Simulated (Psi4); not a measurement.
Pair of molecules, SMILES [SiH4] with SMILES FCF (the first has 5 atoms); geometry from B3LYP-D3(BJ)/def2-TZVP.
(charge 0, multiplicity 1):
```xyz
10

Si     0.23949    -0.04746     0.12882
H     -1.01343     0.27948     0.84835
H      0.51102    -1.49675     0.24325
H      1.35957     0.72868     0.70053
H      0.07057     0.30686    -1.29998
F      0.35384    -0.76144     3.35333
C     -0.46431     0.13831     3.97190
F      0.12000     1.36546     3.90791
H     -0.56565    -0.14917     5.01950
H     -1.41259     0.17223     3.43424
```

All values below come from SAPT0/jun-cc-pV(D+d)Z in Psi4.

### Question
Which attractive term is largest, and how does the interaction split up?

### Answer
electrostatics -54.0, exchange 81.1, induction -12.1, dispersion -44.4, total -29.3 meV; the largest attraction is electrostatics.
